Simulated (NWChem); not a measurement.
The numbers come from NWChem runs, not from measurements. System: Sb, charge 0, spin multiplicity 4. Its SCF solution wasn't tested for a lower state. Level: ROCCSD(T)/def2-TZVPD with def2 effective core potentials on Sb, 4 core orbitals frozen.

Part of the output:

```
             Northwest Computational Chemistry Package (NWChem) 7.3.0
             --------------------------------------------------------

                                NWChem Input Module
                                -------------------

 Scaling coordinates for geometry "geometry" by  1.889725989
 (inverse scale =  0.529177249)

                             Geometry "geometry" -> ""
                             -------------------------

 Output coordinates in angstroms (scale by  1.889725989 to convert to a.u.)

  No.       Tag          Charge          X              Y              Z
 ---- ---------------- ---------- -------------- -------------- --------------
    1 Sb                  51.0000     0.00000000     0.00000000     0.00000000

 Effective nuclear repulsion energy (a.u.)       0.0000000000

            Nuclear Dipole moment (a.u.)
            ----------------------------
        X                 Y               Z
 ---------------- ---------------- ----------------
     0.0000000000     0.0000000000     0.0000000000

      Symmetry information
      --------------------

 Group name             D2h
 Group number             26
 Group order               8
 No. of unique centers     1

      Symmetry unique atoms

     1


 Summary of "ao basis" -> "" (spherical)
 ------------------------------------------------------------------------------
       Tag                 Description            Shells   Functions and Types
 ---------------- ------------------------------  ------  ---------------------
 *                         def2-tzvpd                 on all atoms

 Summary of "ao basis" -> "ao basis" (spherical)
 ------------------------------------------------------------------------------
       Tag                 Description            Shells   Functions and Types
 ---------------- ------------------------------  ------  ---------------------
 Sb                        def2-tzvpd               18       56   7s5p4d2f

                                 NWChem SCF Module
                                 -----------------

  ao basis        = "ao basis"
  functions       =    56
  atoms           =     1
  closed shells   =    10
  open shells     =     3
  charge          =   0.00
  wavefunction    = ROHF
  use symmetry    = T
  symmetry adapt  = T

 Summary of "ao basis" -> "ao basis" (spherical)
 ------------------------------------------------------------------------------
       Tag                 Description            Shells   Functions and Types
 ---------------- ------------------------------  ------  ---------------------
 Sb                        def2-tzvpd               18       56   7s5p4d2f

      Symmetry analysis of basis
      --------------------------

        ag         15
        au          2
        b1g         4
        b1u         9
        b2g         4
        b2u         9
        b3g         4
        b3u         9

 Forming initial guess at       0.1s

      Symmetry analysis of molecular orbitals - initial
      -------------------------------------------------

  Numbering of irreducible representations:

     1 ag          2 au          3 b1g         4 b1u         5 b2g
     6 b2u         7 b3g         8 b3u

  Orbital symmetries:

     1 ag          2 b3u         3 b2u         4 b1u         5 ag
     6 b2g         7 b3g         8 b1g         9 ag         10 ag
    11 b3u        12 b2u        13 b1u        14 ag         15 ag
    16 b3g        17 b2g        18 b1g        19 ag         20 b2u
    21 b3u        22 b1u        23 b2g

 Starting SCF solution at       0.1s

 ----------------------------------------------
         Quadratically convergent ROHF

 Convergence threshold     :          1.000E-07
 Maximum no. of iterations :          100
 Final Fock-matrix accuracy:          1.000E-09
 ----------------------------------------------

              iter       energy          gnorm     gmax       time
             ----- ------------------- --------- --------- --------
                 1     -239.2683113483  4.28D-01  1.23D-01      0.5
                 2     -239.2748883421  1.25D-01  5.54D-02      0.6
                 3     -239.2754457665  7.45D-04  2.89D-04      0.6
[...]
   Bfn.  Coefficient  Atom+Function         Bfn.  Coefficient  Atom+Function
  ----- ------------  ---------------      ----- ------------  ---------------
    17      0.576071  1 Sb px                11     -0.394201  1 Sb px
    14      0.341222  1 Sb px                20      0.252091  1 Sb px

 Vector   13  Occ=1.000000D+00  E=-1.424399D-01  Symmetry=b2u
              MO Center=  2.1D-36,  4.6D-20, -2.0D-35, r^2= 2.7D+00
   Bfn.  Coefficient  Atom+Function         Bfn.  Coefficient  Atom+Function
  ----- ------------  ---------------      ----- ------------  ---------------
    18      0.576071  1 Sb py                12     -0.394201  1 Sb py
    15      0.341222  1 Sb py                21      0.252091  1 Sb py

 Vector   14  Occ=0.000000D+00  E= 8.170771D-02  Symmetry=ag
              MO Center=  5.7D-24, -1.3D-23,  1.0D-21, r^2= 1.1D+01
   Bfn.  Coefficient  Atom+Function         Bfn.  Coefficient  Atom+Function
  ----- ------------  ---------------      ----- ------------  ---------------
     7      2.009988  1 Sb s                  6     -1.698496  1 Sb s
     3      0.200590  1 Sb s                  2     -0.157321  1 Sb s

 Vector   15  Occ=0.000000D+00  E= 1.464929D-01  Symmetry=b3g
              MO Center=  1.5D-21,  3.4D-20,  1.5D-28, r^2= 1.0D+01
   Bfn.  Coefficient  Atom+Function         Bfn.  Coefficient  Atom+Function
  ----- ------------  ---------------      ----- ------------  ---------------
    39      1.068309  1 Sb d -1

 Vector   16  Occ=0.000000D+00  E= 1.464929D-01  Symmetry=b2g
              MO Center= -3.3D-20, -3.0D-22, -5.8D-29, r^2= 1.0D+01
   Bfn.  Coefficient  Atom+Function         Bfn.  Coefficient  Atom+Function
  ----- ------------  ---------------      ----- ------------  ---------------
    41      1.068309  1 Sb d  1

 center of mass
 --------------
 x =   0.00000000 y =   0.00000000 z =   0.00000000

 moments of inertia (a.u.)
 ------------------
           0.000000000000           0.000000000000           0.000000000000
           0.000000000000           0.000000000000           0.000000000000
           0.000000000000           0.000000000000           0.000000000000

  Mulliken analysis of the total density
  --------------------------------------

    Atom       Charge   Shell Charges
 -----------   ------   -------------------------------------------------------
    1 Sb  23    23.00   0.16 -0.66  1.57  0.93  1.11  0.88  0.01 -0.46  6.43  0.78  1.65  0.61  9.04  0.94  0.03 -0.00  0.00  0.00

 Mulliken analysis of the open-shell density
 -------------------------------------------

    Atom       Charge   Shell Charges
 -----------   ------   -------------------------------------------------------
    1 Sb  23     3.00   0.00 -0.00  0.00 -0.00  0.00  0.00 -0.00 -0.02  0.03  0.73  1.65  0.61  0.00  0.00 -0.00  0.00  0.00  0.00

       Multipole analysis of the density wrt the origin
       ------------------------------------------------

     L   x y z        total         open         nuclear
     -   - - -        -----         ----         -------
     0   0 0 0      0.000000     -3.000000     23.000000

     1   1 0 0     -0.000000     -0.000000      0.000000
     1   0 1 0     -0.000000     -0.000000      0.000000
     1   0 0 1     -0.000000     -0.000000      0.000000

     2   2 0 0    -19.778908     -9.519422      0.000000
     2   1 1 0      0.000000      0.000000      0.000000
     2   1 0 1      0.000000      0.000000      0.000000
     2   0 2 0    -19.778908     -9.519422      0.000000
     2   0 1 1      0.000000     -0.000000      0.000000
     2   0 0 2    -19.778908     -9.519422      0.000000

                   NWChem Extensible Many-Electron Theory Module
                   ---------------------------------------------


            General Information
            -------------------
      Number of processors :     1
         Wavefunction type : Restricted open-shell Hartree-Fock
          No. of electrons :    23
           Alpha electrons :    13
            Beta electrons :    10
           No. of orbitals :   112
            Alpha orbitals :    56
             Beta orbitals :    56
        Alpha frozen cores :     4
         Beta frozen cores :     4
     Alpha frozen virtuals :     0
      Beta frozen virtuals :     0
         Spin multiplicity : quartet
    Number of AO functions :    56
       Number of AO shells :    18
        Use of symmetry is : on
      Symmetry adaption is : on
         Schwarz screening : 0.10D-09

          Correlation Information
          -----------------------
          Calculation type : Coupled-cluster singles & doubles w/ perturbation
   Perturbative correction : (T)
            Max iterations :      100
        Residual threshold : 0.10D-05
     T(0) DIIS level shift : 0.00D+00
     L(0) DIIS level shift : 0.00D+00
     T(1) DIIS level shift : 0.00D+00
     L(1) DIIS level shift : 0.00D+00
     T(R) DIIS level shift : 0.00D+00
     T(I) DIIS level shift : 0.00D+00
   CC-T/L Amplitude update :  5-th order DIIS
                I/O scheme : Global Array Library
        L-threshold :  0.10D-05
        EOM-threshold :  0.10D-05
 no EOMCCSD initial starts read in
 TCE RESTART OPTIONS
 SLICE:      F
 D4D5:       F
 quantumc:   F
 qrotation:  F
 pwtce:      F
 qducc:      F
 nacto:                         0
 nrotv:                         0
 nrot:                          0

            Memory Information
            ------------------
          Available GA space size is     249030528 doubles
          Available MA space size is     104842052 doubles

 Maximum block size supplied by input
 Maximum block size        24 doubles

 tile_dim =     11

 -------------------------------------------------

 Global array virtual files algorithm will be used

 Parallel file system coherency ......... OK

 4-electron integrals stored in orbital form

 v2    file size   =           194389
 4-index algorithm nr.  13 is used
 imaxsize =       30
 imaxsize ichop =        0


CCSD iterations
 ---------------------------------------------------------
 Iter          Residuum       Correlation     Cpu    Wall
 ---------------------------------------------------------
    1   0.1395314646518  -0.2998323506053     4.3     4.3
    2   0.0241417026385  -0.2759176635834     3.9     3.9
    3   0.0060982423776  -0.2823086883165     3.7     3.7
    4   0.0015474235519  -0.2813366306857     3.6     3.6
    5   0.0006133135840  -0.2816413035466     3.6     3.6
    6   0.0001615194976  -0.2816109673401     3.8     3.8
    7   0.0000536697243  -0.2816083685553     3.7     3.7
    8   0.0000211357099  -0.2816067413059     3.5     3.5
    9   0.0000086729765  -0.2816074211844     3.5     3.5
   10   0.0000040805523  -0.2816073688869     3.4     3.4
   11   0.0000008025363  -0.2816075588017     3.6     3.6
 -----------------------------------------------------------------
 Iterations converged
 CCSD correlation energy / hartree =        -0.281607558801749
 CCSD total energy / hartree       =      -239.557053424894406

 Singles contributions

 Doubles contributions
 CCSD(T)
 Using plain CCSD(T) code
             total no. of tasks        12060
 total no. of tasks / no. procs        12060
                         wl_min            2           1.1
                         wl_max        35937           5.7
        thresh for no. of tasks        12060

 CCSD[T]  correction energy / hartree =        -0.006852548781109
 CCSD[T] correlation energy / hartree =        -0.288460107582859
 CCSD[T] total energy / hartree       =      -239.563905973675503
 CCSD(T)  correction energy / hartree =        -0.006499086333629
 CCSD(T) correlation energy / hartree =        -0.288106645135379
 CCSD(T) total energy / hartree       =      -239.563552511228039

 Task  times  cpu:       52.7s     wall:       52.7s

 Total times  cpu:       52.7s     wall:       52.7s
```

### Question
Write an NWChem input that would produce this output.

### Answer
Several could match; the one computed here: 
```
start mol
memory heap 100 mb stack 700 mb global 1900 mb
geometry units angstroms nocenter noautoz
  Sb     0.000000     0.000000     0.000000
  symmetry group D2h
end
basis spherical
  * library def2-tzvpd
end
ecp
  Sb library def2-ecp
end
scf
  rohf
  nopen 3
  maxiter 100
  thresh 1e-7
  semidirect memsize 60000000 filesize 0
  # guess.movecs holds the orbitals of an unrestricted PBE0 run
  vectors input guess.movecs output mol.movecs
end
tce
  freeze core 4
  ccsd(t)
  2eorb
  2emet 13
  thresh 1e-6
  maxiter 100
  tilesize 24
end
task tce energy
```
